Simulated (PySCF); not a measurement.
Isomers of C4H9NSi2, one GFN2-xTB conformer each. Single-point energies are computed at PBE0/pcSseg-1 (PySCF, gas phase, no added dispersion term), electronic only.

```csv
SMILES,GFN2-xTB relative energy (kcal/mol)
N#C[C@@H]1C[Si@H]1C[SiH3],66.6
N#C[C@@H]1CC[SiH2][SiH2]1,38.4
N#C[Si@@H]1CCC[SiH2]1,50.1
[SiH3][SiH2]n1cccc1,0.0
```

Conformers: `[N:1]#[C:2][C@@H:3]1[CH2:4][Si@H:5]1[CH2:6][SiH3:7]` with C4–Si5–C6–Si7 25°; `[N:1]#[C:2][C@@H:3]1[CH2:4][CH2:5][SiH2:6][SiH2:7]1` with C2–C3–C4–C5 -67°, C3–C4–C5–Si6 -52°, C4–C5–Si6–Si7 26°, C5–Si6–Si7–C3 1°; `[N:1]#[C:2][Si@@H:3]1[CH2:4][CH2:5][CH2:6][SiH2:7]1` with C2–Si3–C4–C5 -91°, Si3–C4–C5–C6 -51°, C4–C5–C6–Si7 53°, C5–C6–Si7–Si3 -28°; `[SiH3:1][SiH2:2][n:3]1[cH:4][cH:5][cH:6][cH:7]1` with Si1–Si2–N3–C4 -110°.

What does PBE0/pcSseg-1 give for the same structures?

| SMILES | PBE0/pcSseg-1 E (Eh) | PBE0/pcSseg-1 (kcal/mol) | GFN2-xTB (kcal/mol) | point group |
| --- | --- | --- | --- | --- |
| N#C[Si@@H]1CCC[SiH2]1 | -791.03335 | 0.0 | 50.1 | C1 |
| [SiH3][SiH2]n1cccc1 | -791.02644 | 4.3 | 0.0 | C1 |
| N#C[C@@H]1CC[SiH2][SiH2]1 | -791.01822 | 9.5 | 38.4 | C1 |
| N#C[C@@H]1C[Si@H]1C[SiH3] | -790.98483 | 30.4 | 66.6 | C1 |

GFN2-xTB puts [SiH3][SiH2]n1cccc1 lowest instead; measured from each level's own lowest isomer, the values differ by up to 50.1 kcal/mol (N#C[Si@@H]1CCC[SiH2]1: 50.1 against 0.0). As drawn, the lowest has an Si–Si bond, which the highest lacks; the highest has a three-membered ring, which the lowest lacks.

Which frontier levels, dipoles and rotational constants go with these structures?

| SMILES | HOMO (eV, PBE0/pcSseg-1) | LUMO (eV) | dipole (D) | A, B, C (MHz) |
| --- | --- | --- | --- | --- |
| N#C[Si@@H]1CCC[SiH2]1 | -8.15 | -0.67 | 4.40 | 2689, 1287, 1076 |
| [SiH3][SiH2]n1cccc1 | -6.22 | -0.43 | 1.56 | 4080, 994.3, 920.6 |
| N#C[C@@H]1CC[SiH2][SiH2]1 | -8.17 | -0.49 | 3.97 | 2498, 1492, 1245 |
| N#C[C@@H]1C[Si@H]1C[SiH3] | -7.34 | -0.14 | 5.54 | 3923, 851.1, 806.4 |
